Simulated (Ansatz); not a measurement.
Total energies of CH₄CdS (`[CH3][Cd][SH]`).

Cartesian coordinates in Å:
```
C -0.7685 -0.9747 -0.7309
Cd 0.1217 0.5305 0.4402
S 1.0857 2.2209 1.7604
H -1.2476 -1.7133 -0.0875
H -0.0081 -1.4710 -1.3351
H -1.5172 -0.5380 -1.3925
H 2.3340 1.9456 1.3453
```

The species carries charge 0 and has multiplicity 1. Correlated methods include outer-core shells of Cd, which these sets cover unevenly. Cd takes the def2 core potential. Geometry: relaxed with PBE0-D4/def2-TZVP. It is one conformer, not always the lowest. Basis def2-TZVPP, the Gaussian-basis code of Ansatz.

RPA on PBE orbitals: Hartree–Fock energy of these orbitals -604.59594 Eh, correlation -1.57528 Eh (frozen core).

| functional | kind | energy without D4 (Eh) | D4 term (kJ/mol) |
| --- | --- | --- | --- |
| PBE | GGA | -606.29658 | -11.6 |
| revPBE | GGA | -606.49176 | -33.0 |
| BLYP | GGA | -606.45483 | -25.3 |
| r2SCAN | meta-GGA | -606.52863 | -2.7 |
| B97M-V | meta-GGA with VV10 | -606.41673 | – |
| B3LYP | global hybrid, 20 % | -606.60440 | -18.9 |
| r2SCANh | meta-GGA hybrid, 10 % | -606.50985 | -2.9 |
| r2SCAN0 | meta-GGA hybrid, 25 % | -606.48283 | -3.2 |
| BHLYP | global hybrid, 50 % | -606.40075 | -16.2 |
| CAM-B3LYP | range-separated hybrid | -606.47717 | -10.1 |
| ωB97X-V | range-separated hybrid GGA with VV10 | -606.42132 | – |
| ωB97M-V | range-separated hybrid meta-GGA with VV10 | -606.40778 | – |
| B2PLYP | double hybrid | -606.27425 | – |
| PBE-QIDH | double hybrid | -606.19087 | – |

Q: Give the same for LDA (SPW92), PBE0, HSE06 (plane-wave form), LC-ωPBE. (Estimate.)

A: The calculation gave: 
```tsv
functional	kind	energy without D4 (Eh)	D4 term (kJ/mol)
LDA (SPW92)	LDA	-604.46745	–
PBE0	global hybrid, 25 % exact exchange	-606.32692	-9.8
HSE06 (plane-wave form)	screened hybrid	-606.31582	-9.2
LC-ωPBE	long-range corrected hybrid	-606.40648	–
```

B3LYP takes the VWN-RPA correlation (the form of Gaussian; ORCA's B3LYP/G). HSE06 is the plane-wave form, built on full-range PBE exchange. The double hybrids freeze the cores in their second-order part.

LC-ωPBE has ω = 0.4 bohr⁻¹.
